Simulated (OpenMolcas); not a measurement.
## Rh+: effect of the IPEA shift

```
Program             : OpenMolcas
Basis               : ANO-RCC-VTZP [7s6p4d2f1g]
Scalar Hamiltonian  : DKH2, point nucleus
Active space        : 8 electrons in 6 orbitals (4d 5s)
State averaging     : 2S+1 = 5 even, 15 roots (10 in the spin-orbit step); 2S+1 = 3 even, 55 roots; 2S+1 = 1 even, 43 roots
Spin-orbit coupling : state interaction with AMFI integrals over the reference wave functions, term energies averaged over their components
```

Methods on the same reference wave functions:
A. CASSCF
B. MS-CASPT2, IPEA 0 Eh, imaginary shift 0.1 Eh (closed shells correlated: 4s 4p)
C. MS-CASPT2, IPEA 0.25 Eh, imaginary shift 0.1 Eh (closed shells correlated: 4s 4p)

Energies in cm⁻¹ above 4d⁸ ³F₄, the measured ground level; measured values from NIST Handbook of Basic Atomic Spectroscopic Data.

| Level | A | B | C | Measured |
| --- | --- | --- | --- | --- |
| 4d⁸ ³F₄ | 0.0 | 0.0 | 0.0 | 0.0 |
| 4d⁸ ³F₃ | 2498 | 2520 | 2520 | 2401 |
| 4d⁸ ³F₂ | 3751 | 3570 | 3620 | 3581 |
| 4d⁷ 5s ⁵F₅ | 6688 | 13850 | 14970 | 16885 |
| 4d⁷ 5s ⁵F₄ | 8323 | 15470 | 16580 | 18540 |
| 4d⁷ 5s ⁵F₃ | 9577 | 16740 | 17850 | 19792 |
| 4d⁷ 5s ⁵F₂ | 10455 | 17600 | 18710 | 20647 |
| 4d⁷ 5s ⁵F₁ | 11009 | 18130 | 19250 | 21180 |
| 4d⁸ ³P₁ | 13630 | 8640 | 9570 | 10515 |
| 4d⁸ ³P₀ | 13995 | 8910 | 9840 | 10761 |
| 4d⁸ ¹G₄ | 16040 | 13900 | 14260 | 14855 |
| 4d⁷ 5s ³F₄(1) | 17176 | 20550 | 22240 | 25377 |
| 4d⁷ 5s ³F₃(1) | 19055 | 22630 | 24320 | 27439 |
| 4d⁷ 5s ³F₂(1) | 20443 | 23900 | 25610 | 28835 |
| 4d⁷ 5s ⁵P₃ | 21660 | 24680 | 26380 |  |
| 4d⁷ 5s ⁵P₂ | 22213 | 24890 | 26660 |  |
| 4d⁷ 5s ⁵P₁ | 23048 | 25840 | 27590 |  |
| 4d⁷ 5s ³G₅ | 23900 | 27340 | 29520 |  |
| 4d⁷ 5s ³G₄ | 24782 | 28110 | 30300 |  |
| 4d⁷ 5s ³G₃ | 25879 | 29310 | 31510 |  |
| 4d⁷ 5s ³H₆ | 28759 | 31890 | 33950 |  |
| 4d⁷ 5s ³P₂(1) [63 %] | 29150 | 29350 | 32140 |  |
| 4d⁷ 5s ³P₀(2) | 31085 | 30710 | 33500 |  |
| 4d⁷ 5s ³P₂(2) [58 %] | 31322 | 31470 | 34110 |  |

Deviations, from unrounded energies. A percentage is the sum of absolute deviations over the sum of measured energies, with the sign that they share, or ± where signs differ.

| Against measurement | Levels | A | B | C |
| --- | --- | --- | --- | --- |
| mean absolute deviation (cm-1) | 13 | 6400 | 2700 | 1700 |
| fine structure of the ground term (%) | 2 | +4.5 | ±2.2 | +2.6 |
| other terms of the ground configuration (%) | 3 | +20.8 | -13.0 | -6.8 |
| other configurations (%) | 8 | -42.5 | -16.7 | -10.7 |

C lies closest to measurement on these levels and A furthest from it. The largest miss of C in the table is 4d⁷ 5s ³F₂(1), by -3200 cm-1. The ranking rests on the paired levels alone, and a cruder setting can come out closer through cancelling errors.

Between B and C the level of the table that moves most is 4d⁷ 5s ³P₂(1) [63 %], by 2800 cm-1 (lowest in B, highest in C). Moves below CASPT2's spread within the term are not significant.

The mean deviations of B to C differ by less than CASPT2's widest spread within a term (1300 cm-1), so their order carries little weight.

From A to B the spin-free energies of the other terms of 4d⁸ shown, above ³F, scale by factors of 0.55 to 0.83.

The lowest spin-free term lies below A's lowest term by 0.562 hartree in B, 0.552 hartree in C.

CASPT2 breaks the degeneracy within a term, and the mean is taken; among the terms shown or strongly mixed into the levels shown the widest spread is 1300 cm-1 (4d⁸ ³F, C). Some high roots are left out of the spin-orbit mixing, which shifts the levels that they would mix with. A single d shell beside an s shell can misplace configurations of different d count against each other. The CASPT2 spread within a term exceeds the gap to the next term for 4d⁷ 5s ³H and 4d⁷ 5s ³D, so the order of their levels is uncertain (figures for B; the like holds for C). Without dynamic correlation excited terms often stand tens of per cent too high (terms of higher spin than the ground term too low), and those without a measured partner can miss by more than the paired ones (holds for A). Some levels mix across a computed gap that differs much from the measured one, so their mixing is not that of the real levels (holds for A; B). Some terms miss by over 15 % even with CASPT2, which points to a basis or an active space too small for the shells correlated (holds for B). Computed and measured levels are paired by configuration, term and J; levels that our copy of the source lacks, or whose pairing is in doubt (as where it misses far off the trend of its configuration), stay unpaired and out of the deviations. Only configurations of the active space appear. Levels that lie high or do not pair safely by name in every column are left out.

A share in square brackets marks a mixed level and gives the weight of the term that names it, the lowest over the columns. A number in round brackets counts repeated terms of one configuration in the order of the reference energies.
